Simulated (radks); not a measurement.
Results of a calculation; reference values are marked as such.
Neutral barium inside a hard spherical wall (all orbitals vanish at R), configuration held at [Xe] 6s2 and not refilled when levels cross. Level of theory: scalar-relativistic Kohn-Sham, LDA (Slater exchange, VWN5 correlation), spin-polarised, spherical densities, finite nucleus; Fermi nuclear charge, rms radius 4.8378 fm (a radial shooting solver on a logarithmic mesh with Libxc functionals). Eigenvalues in eV for spin up, with the zero of energy where the potential of the charges vanishes at infinity; a dash marks a level that is unbound or too diffuse for the functional's potential to be trusted. A positive occupied level is held by the wall or, in an anion where self-interaction has pushed it up, behind a barrier. The pressure on the wall is -dE/dV.

R (bohr),E (hartree),kinetic (hartree),e(4d),e(5s),e(5p),e(6s),"e(5d, empty)","e(6p, empty)",pressure (GPa)
free,-8129.0011,8578.628,-89.663,-33.807,-18.810,-3.346,-2.134,-1.278,0
20,-8129.0011,8578.628,-89.663,-33.807,-18.810,-3.346,-2.134,-1.278,< 0.0001
15,-8129.0010,8578.628,-89.656,-33.800,-18.803,-3.341,-2.128,-1.256,0.000555
12,-8129.0001,8578.637,-89.586,-33.733,-18.737,-3.289,-2.071,-1.124,0.0141
10,-8128.9954,8578.672,-89.350,-33.505,-18.516,-3.098,-1.876,-0.747,0.118
8,-8128.9688,8578.818,-88.602,-32.794,-17.831,-2.360,-1.236,0.514,1.01
6,-8128.8185,8579.443,-86.536,-30.913,-16.053,0.634,0.763,5.089,10.7
3,-8123.5918,8598.101,-62.556,-11.619,4.650,61.618,29.964,78.585,2130
2.5,-8116.8959,8619.353,-46.160,5.285,24.637,119.83,57.096,142.63,7800
2,-8098.1904,8675.382,-15.931,48.598,75.338,253.05,120.99,284.39,36800
